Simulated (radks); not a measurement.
In14+, 35 electrons, occupied as [Ar] 3d10 4s2 4p5.

All-electron calculation, Dirac Kohn-Sham, PBE, spin-unpolarised, spherical densities, finite nucleus; open shells fill j = l - 1/2 first; Fermi nuclear charge, rms radius 4.6156 fm. Program: a radial shooting solver on a logarithmic mesh with Libxc functionals.

Energy parts (eV):
total: -158211.917
kinetic: 166363.903
electron-nucleus: -372323.064
Hartree: 51785.954
exchange-correlation: -4038.710

Orbitals (lengths in bohr, moments of r in powers of bohr):
| orbital | occ. | eigenvalue (eV) | <1/r> | small-component weight |
|---|---|---|---|---|
| 1s1/2 | 2 | -28066.56 | 51.86 | 3.23e-02 |
| 2s1/2 | 2 | -4483.568 | 12.01 | 6.83e-03 |
| 2p1/2 | 2 | -4204.136 | 11.98 | 6.84e-03 |
| 2p3/2 | 4 | -3993.148 | 11.19 | 6.54e-03 |
| 3s1/2 | 2 | -1107.306 | 4.254 | 1.98e-03 |
| 3p1/2 | 2 | -994.7742 | 4.164 | 1.92e-03 |
| 3p3/2 | 4 | -956.1000 | 3.971 | 1.84e-03 |
| 3d3/2 | 4 | -758.1581 | 3.821 | 1.73e-03 |
| 3d5/2 | 6 | -750.1550 | 3.771 | 1.71e-03 |
| 4s1/2 | 2 | -405.4709 | 1.813 | 6.38e-04 |
| 4p1/2 | 2 | -365.1324 | 1.734 | 5.98e-04 |
| 4p3/2 | 3 | -356.2004 | 1.680 | 5.80e-04 |

The highest occupied level is 4p3/2 at -356.20 eV. Summed over all electrons, <r^2> = 7.508 bohr^2, which gives a Langevin (diamagnetic) susceptibility term of -5.95 x 10^-6 cm^3/mol. The density falls to 0.001 e/bohr^3 at r = 1.87 bohr. The electron density at the nucleus is 1.749e+05 e/bohr^3. For comparison, the ionisation energy in NIST's Atomic Spectra Database is 368 eV (theoretical). In exact Kohn-Sham theory the highest level is minus the ionisation energy, but local and semilocal functionals leave it too shallow, through self-interaction and a potential that decays too fast; potentials with the right tail come closer.

Beside tabulated values, note that spin-unpolarised runs miss the spin-polarisation part of the exchange energy of open shells.
